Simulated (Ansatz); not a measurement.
Consider the formal exchange of groups at a Ge–Cl bond: `C[O][Ge]([F])([SH])[Cl]` + CH₄ → `C[O][Ge]([CH3])([F])[SH]` + HCl.

Computed with Ansatz on PBE0-D4/def2-TZVP structures; ΔE is electronic, products minus reactants. CCSD(T)/CBS adds triple-zeta CCSD(T) − MP2 to the extrapolated MP2 energy (def2 sets, frozen cores). This one scheme is used for every species. Functionals use def2-TZVPP. For Ge outer-core shells are correlated without core-valence functions, which leaves a few kJ/mol of doubt a bond. Scalar relativity is left out up to krypton. Each species was taken in one conformer, which may not be the lowest.

Problem. Is it downhill or uphill in electronic energy at CCSD(T)/CBS, and by how much? (Best estimate.)

Solution. Computed: Uphill: ΔE = +69.5 kJ/mol.

Problem. What do these levels give: B2PLYP, r2SCAN, HF/def2-TZVPP, MP2/def2-TZVPP, HF/def2-QZVPP, HF/CBS(def2)? (Estimate.)

Solution. Computed: B2PLYP 77.2, r2SCAN 79.0, HF/def2-TZVPP 86.5, MP2/def2-TZVPP 73.2, HF/def2-QZVPP 86.8, HF/CBS(def2) 86.8 kJ/mol.

Largest T1 diagnostic among the species: 0.012.

In def2-TZVPP, CCSD(T) changes the Hartree–Fock value by −16.1 kJ/mol (the triples alone add +0.0 kJ/mol) and MP2 by −13.4 kJ/mol.
